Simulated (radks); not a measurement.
The numbers below are computed, except where a source is named.
Question: Valence configurations of the nitrogen ion N+ (all share [He]). Code: a radial shooting solver on a logarithmic mesh with Libxc functionals. Model: non-relativistic Kohn-Sham, PBE, spin-polarised, spherical densities, point nucleus; open shells are filled with parallel spins first. Order these by energy: 2s0.5 2p3.5; 2p4; 2s1.5 2p2.5; 2s2 2p2; 2s1 2p3.

Answer: From the lowest, in eV above it: 2s2 2p2 0.000; 2s1.5 2p2.5 3.454; 2s1 2p3 5.601; 2s0.5 2p3.5 15.099; 2p4 23.427. NIST lists [He] 2s2 2p2 as the ground configuration; this level of theory agrees among the configurations tried. The energies are those of spherical high-spin densities, not of single terms.
